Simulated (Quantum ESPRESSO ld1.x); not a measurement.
Task: These are the eigenvalues of the occupied orbitals of an atom or ion with whole-number occupations (eV). Calculated with ld1.x of Quantum ESPRESSO 7.5: scalar-relativistic Kohn-Sham, revPBE, spin-unpolarised, spherical densities, point nucleus.

orbital  eigenvalue
1s         -22603.1
2s         -5148.36
2p         -4928.67

Which element is it, and in what charge state? The configuration may be excited.

Result: Z = 42, molybdenum, charge +36: Mo36+ in [He] 2s2 2p2. The list shows which subshells hold electrons but not how many an open one holds; the 1s level, -830.65 hartree, gives Z - s = 40.8 by -(Z - s)^2/2, which with screening and relativity narrows Z to a few neighbours, and the depths of the outer levels then fix element, charge and occupations together.
